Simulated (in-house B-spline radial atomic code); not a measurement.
# Ionising Ga¹³⁺ with different functionals

Computed with a B-spline radial code for spherical atoms: non-relativistic Hamiltonian, point nucleus, spin-polarised at highest spin, spherical fractional occupations for the functionals. The ionisation energy is the difference of two self-consistent energies, [Ne] 3s2 3p6 → [Ne] 3s2 3p5, without Breit or QED terms; ε is the level of the shell that loses the electron (its least bound occupied spin orbital). There is no spin-orbit coupling in this Hamiltonian.

Hybrids are left out here: with spherical fractional occupations of an open shell their exact exchange keeps a self-interaction that integer-occupation calculations don't have.

```
           method      rung  ΔSCF (eV)  -ε(3p) (eV)
LDA exchange-only       LDA     468.67       450.15
              PBE       GGA     471.31       452.79
          revTPSS  meta-GGA     471.48       453.08
            M06-L  meta-GGA     472.84       454.70
```

(1) How do they compare with the NIST value?

Answers

(1) NIST lists 471 eV ± 1.4 (semi-empirical, ground level to ground level). Errors run from -2.53 to +1.64 eV; all lie within about twice that uncertainty, so the table can't rank the methods.
